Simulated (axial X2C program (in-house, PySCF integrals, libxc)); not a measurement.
# Spectroscopic constants of BBr

Calculated with an axial X2C code built on PySCF integrals. Spin-free means the one-electron spin-free X2C Hamiltonian; two-component (2c) means X2C with spin–orbit coupling and atomic mean-field two-electron Coulomb and Gaunt terms, so the difference of the two also holds small scalar two-electron terms. Basis: Br dyall-cv3z [8s9p6d4f1g], B dyall-v3z [7s6p2d1f] (cores contracted in-house); Gaussian nuclei, density fitting, unrestricted open shells. Masses: Br 78.918 u, B 11.009 u.

Input:
```json
{
 "zs": [
  35,
  5
 ],
 "q": 0,
 "bas": [
  "dyall-cv3z",
  "dyall-v3z"
 ],
 "levels": [
  "PBE0",
  "HF",
  "r2SCAN"
 ],
 "cc": true,
 "r0": 1.99,
 "thr": -2.0,
 "nmax": 90,
 "npts": 10,
 "nst": 2,
 "ntry": 6
}
```
```bash
python so2c.py task.json out
```

Keys: zs atomic numbers; q charge; bas basis sets; levels methods; cc coupled cluster on or off; r0 starting distance in Å; thr threshold in hartree for freezing inner shells (an s shell follows its p shell); nmax most natural virtual spinors; npts points on the curve; nst determinants followed; ntry starts of the search. HF also brings MP2.

State, spin-free: M_S = 0, Λ = 0 (closed shell); electrons by block: σα: 10, σβ: 10, π+α: 4, π+β: 4, π-α: 4, π-β: 4, δ+α: 1, δ+β: 1, δ-α: 1, δ-β: 1. Fragments: Br + B.

State, 2c: Ω = 0 (closed shell); electrons by block: 1/2: 14, -1/2: 14, 3/2: 5, -3/2: 5, 5/2: 1, -5/2: 1. Fragments: Br + B.

```csv
Hamiltonian,level,Re (Å),ωe (cm⁻¹),ωexe (cm⁻¹),αe (cm⁻¹),De (eV),μ (D)
spin-free,PBE0,1.889,684.7,3.46,0.00408,4.56,-1.50
spin-free,HF,1.896,686.6,3.81,0.00418,3.04,-1.22
spin-free,MP2,1.879,706.9,3.78,0.00415,4.54,n/a
spin-free,CCSD,1.892,692.3,3.75,0.00413,4.24,n/a
spin-free,CCSD(T),1.893,689.3,3.75,0.00415,4.41,n/a
spin-free,r2SCAN,1.896,672.9,3.47,0.00414,4.62,-1.55
2c,PBE0,1.890,683.7,3.46,0.00408,4.46,-1.50
2c,HF,1.897,685.7,3.81,0.00418,2.87,-1.22
2c,MP2,1.880,706.1,3.78,0.00415,4.39,n/a
2c,r2SCAN,1.897,672.0,3.47,0.00414,n/a,-1.55
```

Correlated methods: 10 electrons correlated (number of frozen shells: Br 3 s, 2 p, 1 d; B 1 s), 190 virtual spin orbitals or spinors in MP2.

Dipoles are positive if B is the positive end.

Occupations by symmetry block were frozen at the best pattern of an incomplete PBE0 search. The closed shell is kept restricted, so the energy runs too high when the bond is stretched far. Dissociation energies refer to the lowest single-determinant-based atoms at the same level and basis. De is not given where an atomic determinant may have missed its ground term or J level, or where the truncated virtual space spoils (T). CCSD and (T) use frozen natural virtuals with an MP2 correction for the truncation; (T) itself is uncorrected, so its De runs slightly low. In 2c an atomic determinant is not the ground J level, so De misses part of the atomic spin–orbit lowering. This holds for PBE0. The functionals have no current-density term, which raises determinants with orbital currents, atoms included.

No reliable constants came from CCSD (2c), CCSD(T) (2c): no minimum in range, unconverged points, a curve that is not smooth, a change of character along it, or the two Hamiltonians disagreeing along it.

Rough cost a point (2c) on 1 thread(s) of a shared host, integrals apart: PBE0 0.27 s, HF 0.13 s, r2SCAN 0.3 s.

The whole task took 100 s on 1 thread of Intel(R) Xeon(R) Processor @ 2.30GHz (shared host).
